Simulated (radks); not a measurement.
Tb4+, configuration [Xe] 4f7. Calculated with a radial shooting solver on a logarithmic mesh with Libxc functionals: scalar-relativistic Kohn-Sham, PBEsol, spin-polarised, spherical densities, finite nucleus; open shells are filled with parallel spins first (spin-orbit coupling, left out, can overturn this in heavy ions); Fermi nuclear charge, rms radius 5.06 fm.

Local quantities along the radius. ELF = 1/(1 + alpha^2) is the electron localisation function; alpha = (tau - tau_W)/tau_unif compares the Pauli kinetic energy density with that of the uniform gas (summed over spins); 4 pi r^2 rho is in e/bohr; -r V(r) is the screened charge that the Kohn-Sham potential of spin up presents (atomic units). tau is taken from the large components.

r (bohr)	ELF	alpha	4 pi r^2 rho	-r V(r)
0.0007735	0.999	0.02368	2.878	64.75
0.001032	0.999	0.02395	4.623	64.65
0.001365	0.999	0.02480	7.248	64.52
0.001821	0.999	0.02650	11.34	64.35
0.002428	0.999	0.02943	17.39	64.12
0.003213	0.999	0.03411	25.70	63.82
0.004285	0.998	0.04210	37.09	63.42
0.005715	0.997	0.05596	51.11	62.89
0.007562	0.994	0.08073	65.86	62.22
0.01009	0.983	0.1318	79.16	61.34
0.01345	0.943	0.2457	86.46	60.21
0.01794	0.791	0.5134	85.20	58.79
0.02374	0.486	1.028	78.97	57.07
0.03166	0.327	1.435	77.86	54.90
0.04223	0.473	1.054	91.44	52.30
0.05588	0.703	0.6502	110.9	49.30
0.07452	0.716	0.6305	113.4	45.69
0.0994	0.446	1.113	94.34	41.57
0.1315	0.368	1.310	88.30	37.16
0.1754	0.665	0.7092	102.0	32.37
0.234	0.707	0.6437	86.55	27.46
0.3096	0.289	1.570	50.17	22.73
0.4129	0.435	1.141	46.70	18.13
0.5507	0.732	0.6048	50.47	13.86
0.7286	0.551	0.9033	31.59	10.46
0.9718	0.333	1.417	16.15	7.935
1.296	0.589	0.8348	10.59	6.301
1.715	0.684	0.6804	5.254	5.328
2.287	0.381	1.274	1.253	4.688
3.051	0.038	5.001	0.1209	4.431
4.036	0.001	41.51	0.004115	4.188

On this mesh the ELF has minima near r = 0.032, 0.11, 0.36, 0.97 bohr, which separate the shells, and maxima near 0.065 (0.74), 0.20 (0.74), 0.55 (0.73), 1.5 (0.69).
